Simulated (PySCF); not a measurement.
# Property card for `CC#[N+][BH2-]n1cccc1`

C6H9BN2.
Atom-mapped SMILES: `[CH3:1][C:2]#[N+:3][BH2-:4][n:5]1[cH:6][cH:7][cH:8][cH:9]1` (hydrogens: H10, H11, H12 on C1; H13, H14 on B4; H15 on C6; H16 on C7; H17 on C8; H18 on C9)

Cartesian coordinates in Å at the PBE0-D3(BJ)/def2-SVP level; atoms count from 1:
```xyz
18
C6H9BN2 angstrom
C     -3.1929    0.5670   -1.3692
C     -2.1862   -0.1962   -0.6667
N     -1.3763   -0.7939   -0.1125
B     -0.1840   -1.5454    0.6099
N      1.0698   -0.7771    0.2645
C      1.5453    0.3226    0.9299
C      2.6137    0.8501    0.2347
C      2.7978    0.0315   -0.9148
C      1.8319   -0.9520   -0.8613
H     -4.0036    0.8442   -0.6803
H     -2.7369    1.4818   -1.7752
H     -3.6064   -0.0268   -2.1971
H     -0.2095   -2.6727    0.1433
H     -0.4713   -1.5023    1.7949
H      1.0882    0.6383    1.8662
H      3.2095    1.7128    0.5291
H      3.5640    0.1385   -1.6813
H      1.6324   -1.7824   -1.5364
```

Some functional groups and rings: pyrrole-type ring nitrogen.

**PBE0-D3(BJ)/def2-SVP geometry optimisation, gas phase (PySCF)**

| Item | Value |
| --- | --- |
| Rotational constants A, B, C | 3.443, 0.856, 0.814 GHz |

From PBE0/def2-SVPD ground state, ΔSCF and vertical TDDFT (core frozen in the response) (PySCF):

| Quantity | Value |
| --- | --- |
| Dipole moment | 8.48 D |
| HOMO energy | -5.39 eV |
| LUMO energy | -0.92 eV |
| HOMO–LUMO gap | 4.47 eV |
| Lowest singlet excitation | 3.59 eV (346 nm, f = 0.000) |
| Strongest line among the 10 lowest singlet transitions | S9 at 6.13 eV (202 nm, f = 0.076) |
| Lowest triplet excitation (Tamm–Dancoff) | 3.50 eV |
| Static isotropic polarisability | 102.1 au |
| Vertical ionisation energy | 7.29 eV |
| Electronic spatial extent ⟨r²⟩ about the centre of nuclear charge | 1502 bohr² |

**PBE0/pcSseg-1 ground state and GIAO shieldings, non-relativistic (PySCF)**

| Quantity | Value |
| --- | --- |
| Lowest Hirshfeld atomic charge | -0.12 e on C7/C8 |
| Highest Hirshfeld atomic charge | +0.19 e on C2 |
| 13C chemical shifts (computed TMS as zero) by class | 129.2 (C6/C9), 120.0 (C2), 114.6 (C7/C8), 1.6 (C1) ppm |
| 1H chemical shifts (computed TMS as zero) by class | 6.66 (H15/H18), 6.22 (H16/H17), 3.44 (H13/H14), 2.14 (H10/H11/H12) ppm |
| Isotropic shieldings of nuclei other than C and H, by class | 119 (B4), 31 (N3), 68 (N5) ppm |
| Mayer bond orders between heavy atoms | C1–C2 1.05, C2–N3 2.69, N3–B4 0.57, B4–N5 0.85, N5–C6 1.17, C6–C7 1.51, C7–C8 1.34, C8–C9 1.51, C9–N5 1.17 |

Monoisotopic mass from the formula: 120.0859 u.

The largest Löwdin shares of the LUMO are 0.34 on N3, 0.34 on C2, 0.14 on C1 and 0.07 on H11. In wavenumbers S1 is 28900 cm⁻¹ (1 eV = 8065.54 cm⁻¹). No computed singlet falls in the visible range (750 to 380 nm, 1.65 to 3.26 eV); S1 lies 0.33 eV above its blue end. With B = h/(8π²I), that is 505.379 GHz u Å² over I, the principal moments of inertia are 146.8, 590.6 and 621.2 u Å² (most abundant isotopes). The ΔSCF ionisation energy exceeds −ε(HOMO) by 1.90 eV with PBE0. The largest Löwdin shares of the HOMO are 0.27 on C9, 0.27 on C6, 0.15 on C8 and 0.15 on C7. The vertical singlet–triplet gap S1 − T1 is 0.09 eV (TDDFT singlet less Tamm–Dancoff triplet; S1: HOMO→LUMO, weight 1.00; T1: HOMO→LUMO, weight 0.94). The rotational constants make it an asymmetric top with κ = (2B − A − C)/(A − C) = -0.97, nearer the prolate limit (−1).

One conformer stands for the species.
